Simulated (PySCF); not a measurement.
Ga(H)2(NH2) (GaH₄N), SMILES [NH2][GaH2]. Atoms are numbered in the order given.

```xyz
6

Ga     0.0000     0.0000    -0.3844
H      0.0000    -1.3971    -1.0821
H      0.0000     1.3971    -1.0821
N      0.0000     0.0000     1.4393
H      0.0000    -0.8342     2.0030
H      0.0000     0.8342     2.0030
```

The structure is a stationary point at B3LYP-D3(BJ)/def2-TZVP.

Computed with KT2/pcSseg-2 (PySCF).

GIAO shieldings, no solvent; atoms alike by connectivity are averaged. δ = σ(ref) − σ: ¹H against TMS (σ = 31.47 ppm); ¹⁵N against NH3 (σ = 261.9 ppm), references at their B3LYP-D3(BJ)/def2-TZVP geometries, non-relativistic.

Computed chemical shifts:
| nucleus | atoms | count | δ (ppm) |
|---|---|---|---|
| ¹H | H2, H3 | 2 | 5.67 |
| ¹H | H5, H6 | 2 | 3.34 |
| ¹⁵N | N4 | 1 | 90.0 |
